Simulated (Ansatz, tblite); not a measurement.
Cost and result up the ladder for Cu2Se⁺ (3 atoms). Charge 1, multiplicity 2. Geometry: r2SCAN-D4/def2-TZVP.

| atom | x (Å) | y (Å) | z (Å) |
| --- | --- | --- | --- |
| Cu1 | 0.540 | 1.210 | 0.630 |
| Cu2 | -0.669 | -0.238 | -1.284 |
| Se3 | 0.129 | -0.973 | 0.654 |

Ansatz on 4 threads of Arm Neoverse V2 on a shared host; xTB runs through tblite on one thread. Times are rough, summed over both states, and most runs start from the orbitals of an earlier one. ωB97M-V/def2-TZVP serves as the yardstick here, not as an exact answer. Differences are given only for rows in sets of like size (and for xTB, whose basis is part of the method), since another set adds its own error. The other state is a quartet at its own geometry.

The 6-31G sets use Cartesian d functions. The xTB rows come from tblite. LC-ωPBE has ω = 0.4 bohr⁻¹. B3LYP takes the VWN-RPA correlation. Correlated methods freeze 27 core orbitals; core or outer-core shells of Se are correlated, in sets that lack core-valence functions. In CCSD on the charge 1 quartet the largest single amplitude is 0.36, so its Hartree–Fock determinant may place the open shell otherwise than the density functionals do. The structure comes from a short search, and lower isomers may exist.

Run but left out: HF/6-31G, HF/def2-TZVP, MP2/def2-TZVP (quartet: a determinant that CCSD turns far, T1 0.052).

Correlated methods converge slowly with the basis.

xTB has no spin-polarisation term.

```tsv
level	functions	quartet − doublet (eV)	difference from ωB97M-V/def2-TZVP (eV)	remarks
GFN2-xTB	27	3.15	0.43	–
B3LYP-D4/6-31G	87	1.18	–	–
r2SCAN-D4/def2-TZVP	138	2.06	-0.66	–
r2SCAN0-D4/def2-TZVP	138	2.39	-0.33	–
B3LYP-D4/def2-TZVP	138	2.32	-0.40	–
RPA@PBE/def2-TZVP	138	2.10	-0.61	–
PBE-D4/def2-TZVP (with forces)	138	2.08	-0.64	–
GFN1-xTB	27	2.12	-0.60	–
CCSD(T)/def2-TZVP	138	2.65	-0.06	large T1 (0.052) (quartet)
PBE0-D4/def2-TZVP	138	2.41	-0.30	–
ωB97M-V/def2-TZVP	138	2.72	0.00	–
LC-ωPBE/def2-TZVP	138	2.67	-0.04	–
```

Problem. Estimate how long each takes.

Solution. GFN1-xTB 0.004 s; GFN2-xTB 0.005 s; PBE-D4/def2-TZVP (with forces) 5.3 s; B3LYP-D4/6-31G 6.9 s; B3LYP-D4/def2-TZVP 7.5 s; RPA@PBE/def2-TZVP 7.7 s; PBE0-D4/def2-TZVP 8.1 s; r2SCAN-D4/def2-TZVP 12 s; LC-ωPBE/def2-TZVP 13 s; r2SCAN0-D4/def2-TZVP 19 s; ωB97M-V/def2-TZVP 26 s; CCSD(T)/def2-TZVP 32 s. On shared hardware such times vary by a factor of up to 3.
